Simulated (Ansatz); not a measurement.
Spectroscopic constants of BS, multiplicity 2 (the spin of the measured ground state).

D_e counts from the fitted minimum to each atom's lowest state at the same level, without counterpoise.

The values were computed with Ansatz (a program for electronic structure). 

**Question.** What is the computed bond energy D_e (BHLYP/def2-TZVPP)?

**Answer.** 523 kJ/mol

**Question.** Estimate the bond energy D_e that B97M-V/def2-TZVPP returns for this input.

**Answer.** 589 kJ/mol

**Question.** Predict the bond energy D_e from PBE/def2-TZVPP.

**Answer.** 605 kJ/mol
